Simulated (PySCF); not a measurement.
KI, SMILES [I][K].

The structure is a stationary point at r2SCAN-D4/def2-TZVPD. The def2 effective core potentials stand for the cores of I; spin–orbit coupling is left out.

Computed with PySCF with TDDFT-B3LYP/def2-TZVPD.

Vertical excitations; the highest root listed may be one member of a degenerate set. Gas-phase values at a fixed geometry. State labels are in the subgroup C2v.

| state | symmetry | energy (eV) | λ (nm) | f | main pairs |
|---|---|---|---|---|---|
| S1 | B1 | 2.78 | 445 | 0.009 | HOMO−1→LUMO (degenerate set) |
| S2 | B2 | 2.78 | 445 | 0.009 | HOMO→LUMO (degenerate set) |
| S3 | A1 | 3.23 | 384 | 0.117 | HOMO−2→LUMO 99 % |
| S4 | A2 | 4.32 | 287 | 0.000 | HOMO→LUMO+1, HOMO−1→LUMO+2 (degenerate set) |
| S5 | A1 | 4.32 | 287 | 0.000 | HOMO→LUMO+2, HOMO−1→LUMO+1 (degenerate set) |
| S6 | A2 | 4.35 | 285 | 0.000 | HOMO−1→LUMO+2 50 %, HOMO→LUMO+1 50 % |
| S7 | A1 | 4.39 | 282 | 0.026 | HOMO−1→LUMO+1 49 %, HOMO→LUMO+2 49 % |
| S8 | B2 | 4.56 | 272 | 0.038 | HOMO→LUMO+3 (degenerate set) |
| S9 | B1 | 4.56 | 272 | 0.038 | HOMO−1→LUMO+3 (degenerate set) |
| S10 | B2 | 4.59 | 270 | 0.055 | HOMO−2→LUMO+2 89 % |
| T1 | B2 | 2.75 | 451 | 0 | HOMO→LUMO (degenerate set) |
| T2 | B1 | 2.75 | 451 | 0 | HOMO−1→LUMO (degenerate set) |
| T3 | A1 | 3.02 | 410 | 0 | HOMO−2→LUMO 99 % |
| T4 | A1 | 4.30 | 288 | 0 | HOMO→LUMO+2 49 %, HOMO−1→LUMO+1 49 % |
Triplets are in the Tamm–Dancoff approximation, which puts them higher than full response would, so one can lie above its singlet here.
